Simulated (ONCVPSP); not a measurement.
Configuration tests for niobium (Nb) (ONCV)

ONCVPSP 4.0.1 input, shortened (lines: element, Z, core and valence counts, functional; n l f; lmax; l rc ep ncon nbas qcut; lloc lpopt rc5 dvloc0; l nproj debl; icmod fcfact rcfact), PBE, scalar-relativistic:

```
  Nb 41.00    6    5        4      upf
    1    0    2.00
    2    0    2.00
    2    1    6.00
    3    0    2.00
    3    1    6.00
    3    2   10.00
    4    0    2.00
    4    1    6.00
    4    2    4.00
    5    0    0.50
    5    1    0.50
    2
    0    1.80    0.00    5    8    8.30
    1    1.80    0.00    3    6    9.70
    2    2.85    0.00    3    7    5.60
    4    1    1.75    2.00
    0    2    2.30
    1    2    2.50
    2    2    3.90
    1    0.30    0.00
```

Energies are relative to the spin-unpolarised reference configuration 4s2 4p6 4d4 5s0.5 5p0.5; without spin polarisation the order of configurations can differ from experiment.

Give the all-electron excitation energy and the error of the potential for: 4s2 4p6 4d4 5s1 5p0; 4s2 4p6 4d4 5s0 5p0; 4s2 4p6 4d3 5s0 5p0; 4s2 4p6 4d3 5s1 5p1.

| valence configuration | charge | ΔE all-electron (eV) | error AE − PS (meV) |
| --- | --- | --- | --- |
| 4s2 4p6 4d4 5s1 5p0 | 0 | -1.455 | +0.3 |
| 4s2 4p6 4d4 5s0 5p0 | +1 | 5.183 | 0.0 |
| 4s2 4p6 4d3 5s0 5p0 | +2 | 19.223 | -2.8 |
| 4s2 4p6 4d3 5s1 5p1 | 0 | 1.336 | +21 |

Levels in the configuration 4s2 4p6 4d4 5s1 5p0:

| level | all-electron (eV) | pseudo (eV) |
| --- | --- | --- |
| 4s | -58.394 | -58.385 |
| 4p | -34.521 | -34.516 |
| 4d | -3.040 | -3.038 |
| 5s | -3.982 | -3.983 |
